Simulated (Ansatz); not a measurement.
Start from `C[O][Al]([OH])[SiH3]` and change one atom or group to get `C[O][Al]([OH])[Cl]`.

Ansatz, PBE0-D4/def2-TZVP geometries, multiplicity 1. Each molecule was computed in one conformer, which needn't be the lowest.

| property | `C[O][Al]([OH])[SiH3]` |
| --- | --- |
| HOMO–LUMO gap (B3LYP/def2-TZVPP) / eV | 6.53 |
| HOMO–LUMO gap (PBE0/def2-TZVPP) / eV | 6.91 |
| LUMO energy (PBE0/def2-TZVPP) / eV | -0.82 |
| HOMO–LUMO gap (ωB97M-V/def2-TZVPP) / eV | 10.69 |
| HOMO energy (PBE/def2-TZVPP) / eV | -6.45 |
| HOMO energy (PBE0/def2-TZVPP) / eV | -7.74 |

Give the same properties after the change, and the shifts. (Best estimate.)

Ansatz gave: 
```json
{"property": "HOMO–LUMO gap (B3LYP/def2-TZVPP) / eV", "`C[O][Al]([OH])[Cl]`": "7.23", "shift": "0.70"}
{"property": "HOMO–LUMO gap (PBE0/def2-TZVPP) / eV", "`C[O][Al]([OH])[Cl]`": "7.78", "shift": "0.87"}
{"property": "LUMO energy (PBE0/def2-TZVPP) / eV", "`C[O][Al]([OH])[Cl]`": "-0.60", "shift": "0.22"}
{"property": "HOMO–LUMO gap (ωB97M-V/def2-TZVPP) / eV", "`C[O][Al]([OH])[Cl]`": "11.82", "shift": "1.13"}
{"property": "HOMO energy (PBE/def2-TZVPP) / eV", "`C[O][Al]([OH])[Cl]`": "-6.83", "shift": "-0.38"}
{"property": "HOMO energy (PBE0/def2-TZVPP) / eV", "`C[O][Al]([OH])[Cl]`": "-8.38", "shift": "-0.64"}
```

With PBE0 the HOMO falls by 0.64 eV and the LUMO rises by 0.22 eV, so the gap widens by about 0.86 eV. PBE moves the HOMO by -0.38 eV and ωB97M-V by -0.96 eV. The zero-point energy changes by -59.5 kJ/mol with -9 modes.

B3LYP here is the variant with VWN-RPA as its local correlation; programs differ in this.
